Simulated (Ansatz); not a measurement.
The same path of H3N + H7NOSi2 (15 atoms, charge 0, multiplicity 1) was run twice with different band settings. Lost on the way: Si1–O2, N12–H15. Made: Si1–N12, O2–H15.

Method: RKS B3LYP-D4/def2-SVP in Ansatz 0.2.0.

Relaxed end points:

```xyz
15
Properties=species:S:1:pos:R:3
Si -0.351 0.142 0.109
O -0.488 -0.227 1.738
Si -1.492 -0.194 3.062
H -2.392 -1.387 3.060
H -0.658 -0.211 4.296
H -2.333 1.042 3.046
H 1.087 0.425 -0.119
H -1.219 1.321 -0.162
N -0.840 -1.107 -0.969
H -1.820 -1.283 -1.168
H -0.286 -1.953 -1.053
N 1.466 -2.738 1.163
H 0.722 -3.266 0.706
H 2.050 -2.343 0.424
H 1.017 -1.954 1.637
```

```xyz
15
Properties=species:S:1:pos:R:3
Si 0.680 -0.909 -0.786
O -0.964 -0.134 2.068
Si -1.714 -0.635 3.460
H -2.089 -2.087 3.418
H -0.856 -0.436 4.673
H -2.953 0.177 3.616
H 1.173 -1.723 -1.940
H 1.371 0.418 -0.830
N -1.035 -0.963 -0.837
H -1.550 -0.502 -0.088
H -1.547 -1.004 -1.711
N 1.117 -1.517 0.816
H 0.925 -2.502 0.993
H 2.056 -1.294 1.146
H -0.151 -0.622 1.775
```

Common settings: movable images 7; climbing image yes; spring 5.0 eV/Å²; optimiser quadratic models (default); start path through a guess of the saddle point; iteration limit 60; end points relaxed.

| run | force threshold |
| --- | --- |
| 1 | 0.05 eV/Å |
| 2 | 0.2 eV/Å |

Task: What does each run give, and how far can it be trusted?

Result: Run 1: converged after 36 iterations, highest image 0.988 eV above the first end. A structure lower than the last end lies on the path between it and the top, so the climb from that side starts below the end, which may itself be a saddle point or a shallow side well. A vibrational analysis at the climbing image gives one clearly imaginary mode, 588i cm⁻¹: a first-order saddle point.
Run 2: converged after 22 iterations, highest image 0.995 eV above the first end. The threshold of 0.2 eV/Å is loose, so the images may lie well off the minimum-energy path. The order of the stationary point at the top wasn't checked.
The orbitals stay closed-shell, which can raise the energy where a bond breaks towards radicals; this wasn't checked here.
